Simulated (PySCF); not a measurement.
ClH₂Si (calculated)

Computed with PySCF 2.14.0. Calculation on a computer-drawn molecule: vertical ionisation energy to the stated ion spin, frozen-core CCSD(T) at the basis limit and cheaper methods, single-reference cases, UHF for radicals, no spin-orbit; all values are single points at the evaluated structure, the first of each entry, which is the reference or a displaced copy of it and isn't optimised; the reference structure only sets the zero of the energies above reference; triples share is (T) over the correlation energy.

Common to all runs: charge 0; multiplicity 2; ion multiplicity 1; diffuse functions no; basis cc-pV(n+d)Z; reference is the Hartree-Fock double-zeta minimum; best is HF at quadruple zeta + MP2 correlation extrapolated from triple and quadruple zeta + CCSD(T) minus MP2 at triple zeta; basis step is the size of the change from the same recipe one zeta lower.

(1) ClH₂Si

Evaluated structure:
```xyz
4
ClH2Si
Si    -2.3011     0.1201    -2.0534
Cl    -2.4252     2.0109    -1.3490
H     -3.3296    -0.1443    -3.1966
H     -2.4326    -0.8421    -0.9349
```

Reference structure:
```xyz
4
ClH2Si
Si    -2.2529     0.0836    -2.0184
Cl    -2.4333     2.0326    -1.3311
H     -3.2789    -0.1460    -3.0556
H     -2.4298    -0.8360    -0.8763
```

The calculation gives: ionisation energy best 8.591 eV; ionisation energy basis step 0.05662 eV; energy above reference best 1.612 kcal/mol; energy above reference basis step 0.2272 kcal/mol; total energy HF triple zeta -749.6368 hartree; total energy CCSD(T) triple zeta -749.9779 hartree; total energy best -750.0333 hartree; T1 diagnostic at triple zeta 0.01297; D1 diagnostic at triple zeta 0.03964; spin squared at triple zeta 0.7547; ion T1 diagnostic at triple zeta 0.0174; ion D1 diagnostic at triple zeta 0.05371; triples share at triple zeta 0.03719; basis functions triple zeta 106; dipole magnitude HF at triple zeta 1.047 debye; dipole magnitude CCSD unrelaxed at triple zeta 0.8639 debye; dipole magnitude PBE at triple zeta 0.7383 debye; dipole magnitude r2SCAN at triple zeta 0.8072 debye; dipole magnitude B3LYP at triple zeta 0.837 debye; dipole magnitude wB97X at triple zeta 0.9107 debye.

Drawn bonds:
| atom | other atom | order |
| --- | --- | --- |
| 1 | 2 | 1 |
| 1 | 3 | 1 |
| 1 | 4 | 1 |

Triple zeta:
| method | ionisation energy (eV) | energy above reference (kcal/mol) |
| --- | --- | --- |
| HF | 8.383 | 2.17 |
| PBE | 8.521 | 1.302 |
| r2SCAN | 8.732 | 1.446 |
| B3LYP | 8.626 | 1.811 |
| wB97X | 8.623 | 1.518 |
| MP2 | 8.512 | 1.86 |
| CCSD | 8.548 | 1.749 |
| CCSD(T) | 8.524 | 1.717 |

(2) ClH₂Si

Evaluated structure:
```xyz
4
ClH2Si
Si    -2.3011     0.1201    -2.0534
Cl    -2.4252     2.0109    -1.3490
H     -3.3553    -0.1509    -3.2251
H     -2.4326    -0.8421    -0.9349
```

Reference structure:
```xyz
4
ClH2Si
Si    -2.2529     0.0836    -2.0184
Cl    -2.4333     2.0326    -1.3311
H     -3.2789    -0.1460    -3.0556
H     -2.4298    -0.8360    -0.8763
```

It finds ionisation energy best 8.595 eV; ionisation energy basis step 0.05646 eV; energy above reference best 2.919 kcal/mol; energy above reference basis step 0.2212 kcal/mol; total energy HF triple zeta -749.6344 hartree; total energy CCSD(T) triple zeta -749.9759 hartree; total energy best -750.0312 hartree; T1 diagnostic at triple zeta 0.01306; D1 diagnostic at triple zeta 0.0399; spin squared at triple zeta 0.7547; ion T1 diagnostic at triple zeta 0.01745; ion D1 diagnostic at triple zeta 0.05376; triples share at triple zeta 0.03732; basis functions triple zeta 106; dipole magnitude HF at triple zeta 1.019 debye; dipole magnitude CCSD unrelaxed at triple zeta 0.8389 debye; dipole magnitude PBE at triple zeta 0.7139 debye; dipole magnitude r2SCAN at triple zeta 0.7815 debye; dipole magnitude B3LYP at triple zeta 0.8117 debye; dipole magnitude wB97X at triple zeta 0.8841 debye.

Drawn bonds:
| atom | other atom | order |
| --- | --- | --- |
| 1 | 2 | 1 |
| 1 | 3 | 1 |
| 1 | 4 | 1 |

Triple zeta:
| method | ionisation energy (eV) | energy above reference (kcal/mol) |
| --- | --- | --- |
| HF | 8.394 | 3.653 |
| PBE | 8.525 | 2.312 |
| r2SCAN | 8.737 | 2.648 |
| B3LYP | 8.632 | 3.025 |
| wB97X | 8.631 | 2.801 |
| MP2 | 8.519 | 3.267 |
| CCSD | 8.553 | 3.061 |
| CCSD(T) | 8.529 | 2.993 |

(3) ClH₂Si

Evaluated structure:
```xyz
4
ClH2Si
Si    -2.3011     0.1201    -2.0534
Cl    -2.4252     2.0109    -1.3490
H     -3.4331    -0.1709    -3.3116
H     -2.4326    -0.8421    -0.9349
```

Reference structure:
```xyz
4
ClH2Si
Si    -2.2529     0.0836    -2.0184
Cl    -2.4333     2.0326    -1.3311
H     -3.2789    -0.1460    -3.0556
H     -2.4298    -0.8360    -0.8763
```

Results for ClH₂Si: ionisation energy best 8.609 eV; ionisation energy basis step 0.05659 eV; energy above reference best 8.783 kcal/mol; energy above reference basis step 0.1788 kcal/mol; total energy HF triple zeta -749.6240 hartree; total energy CCSD(T) triple zeta -749.9667 hartree; total energy best -750.0218 hartree; T1 diagnostic at triple zeta 0.01348; D1 diagnostic at triple zeta 0.04072; spin squared at triple zeta 0.7551; ion T1 diagnostic at triple zeta 0.0177; ion D1 diagnostic at triple zeta 0.05411; triples share at triple zeta 0.03777; basis functions triple zeta 106; dipole magnitude HF at triple zeta 0.9556 debye; dipole magnitude CCSD unrelaxed at triple zeta 0.7805 debye; dipole magnitude PBE at triple zeta 0.6591 debye; dipole magnitude r2SCAN at triple zeta 0.7232 debye; dipole magnitude B3LYP at triple zeta 0.7559 debye; dipole magnitude wB97X at triple zeta 0.8216 debye.

Drawn bonds:
| atom | other atom | order |
| --- | --- | --- |
| 1 | 2 | 1 |
| 1 | 3 | 1 |
| 1 | 4 | 1 |

Triple zeta:
| method | ionisation energy (eV) | energy above reference (kcal/mol) |
| --- | --- | --- |
| HF | 8.428 | 10.21 |
| PBE | 8.539 | 7.268 |
| r2SCAN | 8.753 | 8.199 |
| B3LYP | 8.653 | 8.56 |
| wB97X | 8.658 | 8.669 |
| MP2 | 8.538 | 9.515 |
| CCSD | 8.569 | 8.954 |
| CCSD(T) | 8.543 | 8.76 |

(4) ClH₂Si

Evaluated structure:
```xyz
4
ClH2Si
Si    -2.3011     0.1201    -2.0534
Cl    -2.4252     2.0109    -1.3490
H     -3.4502    -0.1753    -3.3306
H     -2.4326    -0.8421    -0.9349
```

Reference structure:
```xyz
4
ClH2Si
Si    -2.2529     0.0836    -2.0184
Cl    -2.4333     2.0326    -1.3311
H     -3.2789    -0.1460    -3.0556
H     -2.4298    -0.8360    -0.8763
```

It finds ionisation energy best 8.611 eV; ionisation energy basis step 0.05676 eV; energy above reference best 10.35 kcal/mol; energy above reference basis step 0.166 kcal/mol; total energy HF triple zeta -749.6212 hartree; total energy CCSD(T) triple zeta -749.9643 hartree; total energy best -750.0194 hartree; T1 diagnostic at triple zeta 0.01363; D1 diagnostic at triple zeta 0.04089; spin squared at triple zeta 0.7554; ion T1 diagnostic at triple zeta 0.01778; ion D1 diagnostic at triple zeta 0.05424; triples share at triple zeta 0.03788; basis functions triple zeta 106; dipole magnitude HF at triple zeta 0.948 debye; dipole magnitude CCSD unrelaxed at triple zeta 0.7723 debye; dipole magnitude PBE at triple zeta 0.6527 debye; dipole magnitude r2SCAN at triple zeta 0.7161 debye; dipole magnitude B3LYP at triple zeta 0.7495 debye; dipole magnitude wB97X at triple zeta 0.8132 debye.

Drawn bonds:
| atom | other atom | order |
| --- | --- | --- |
| 1 | 2 | 1 |
| 1 | 3 | 1 |
| 1 | 4 | 1 |

Triple zeta:
| method | ionisation energy (eV) | energy above reference (kcal/mol) |
| --- | --- | --- |
| HF | 8.436 | 11.96 |
| PBE | 8.543 | 8.638 |
| r2SCAN | 8.757 | 9.701 |
| B3LYP | 8.658 | 10.05 |
| wB97X | 8.664 | 10.26 |
| MP2 | 8.542 | 11.19 |
| CCSD | 8.572 | 10.53 |
| CCSD(T) | 8.546 | 10.31 |
